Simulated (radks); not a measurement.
Task: Species: Ho3+. Configuration: [Xe] 4f10. Method: Dirac Kohn-Sham, PBEsol, spin-unpolarised, spherical densities, point nucleus; open shells fill j = l - 1/2 first; computed with a radial shooting solver on a logarithmic mesh with Libxc functionals. Some entries of the table are withheld. Estimate them.

| orbital | occ. | eigenvalue (hartree) | r(max) (bohr) |
|---|---|---|---|
| 1s1/2 | 2 | -2037.635 | 0.01311 |
| 2s1/2 | 2 | -341.6464 | 0.07481 |
| 2p1/2 | 2 | -325.2348 | 0.05625 |
| 2p3/2 | 4 | -293.7622 | 0.06238 |
| 3s1/2 | 2 | -77.24654 | 0.2115 |
| 3p1/2 | 2 | -70.06822 | 0.1990 |
| 3p3/2 | 4 | -63.49642 | 0.2118 |
| 3d3/2 | 4 | -51.18703 | (1) |
| 3d5/2 | 6 | -49.75097 | (2) |
| 4s1/2 | 2 | -16.22136 | 0.4841 |
| 4p1/2 | 2 | -13.37159 | 0.4867 |
| 4p3/2 | 4 | -11.89113 | 0.5140 |
| 4d3/2 | 4 | -7.19824 | 0.5177 |
| 4d5/2 | 6 | -6.92889 | 0.5265 |
| 5s1/2 | 2 | -2.94110 | 1.125 |
| 5p1/2 | 2 | -2.14671 | (3) |
| 5p3/2 | 4 | -1.94336 | (4) |
| 4f5/2 | 6 | (5) | 0.5170 |
| 4f7/2 | 4 | (6) | 0.5221 |

Result: 
(1) 3d3/2 r(max) (bohr): 0.1675
(2) 3d5/2 r(max) (bohr): 0.1711
(3) 5p1/2 r(max) (bohr): 1.222
(4) 5p3/2 r(max) (bohr): 1.301
(5) 4f5/2 eigenvalue (hartree): -1.30672
(6) 4f7/2 eigenvalue (hartree): -1.26823
